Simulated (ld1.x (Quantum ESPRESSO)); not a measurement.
## Reading a pseudo-wave (aluminium)

Columns: radius, all-electron u(r) and pseudo u(r) of the 2s shell (level -128.30 eV) of aluminium in the configuration [He] 2s2 2p6 3s1 3p0; PBE, non-relativistic, RRKJ scheme, ld1.x (Quantum ESPRESSO) 7.5.

| r (bohr) | all-electron | pseudo |
| --- | --- | --- |
| 0.053 | 0.5910 | -0.1285 |
| 0.105 | 0.4486 | -0.2676 |
| 0.158 | 0.0590 | -0.4306 |
| 0.210 | -0.3505 | -0.6098 |
| 0.262 | -0.7017 | -0.7976 |
| 0.315 | -0.9724 | -0.9800 |
| 0.368 | -1.1550 | -1.1335 |
| 0.420 | -1.2597 | -1.2406 |
| 0.473 | -1.3055 | -1.2978 |
| 0.525 | -1.3051 | -1.3053 |
| 0.578 | -1.2712 | -1.2732 |
| 0.630 | -1.2153 | -1.2161 |
| 0.683 | -1.1435 | -1.1436 |
| 0.735 | -1.0647 | -1.0647 |
| 0.788 | -0.9805 | -0.9805 |
| 0.840 | -0.8974 | -0.8974 |
| 0.893 | -0.8145 | -0.8145 |
| 0.945 | -0.7367 | -0.7367 |
| 0.998 | -0.6618 | -0.6618 |
| 1.050 | -0.5935 | -0.5935 |
| 1.102 | -0.5304 | -0.5304 |
| 1.155 | -0.4716 | -0.4716 |
| 1.208 | -0.4181 | -0.4181 |
| 1.260 | -0.3707 | -0.3707 |
| 1.313 | -0.3272 | -0.3272 |
| 1.365 | -0.2889 | -0.2889 |

(1) How many radial nodes do the two functions have?

(2) At about which radius was the pseudo-wave matched?

(3) Is the pseudo-wave norm-conserving?

Results:

(1) The all-electron 2s function has n − l − 1 = 1; the pseudo-wave has 0, since the states of the same l below it are removed with the core.

(2) 0.70 bohr, where the columns begin to agree (steps of 0.05 bohr).

(3) Yes: the RRKJ scheme keeps the norm inside the radius equal to the all-electron one, which fixes the energy derivative of the logarithmic derivative at the level.
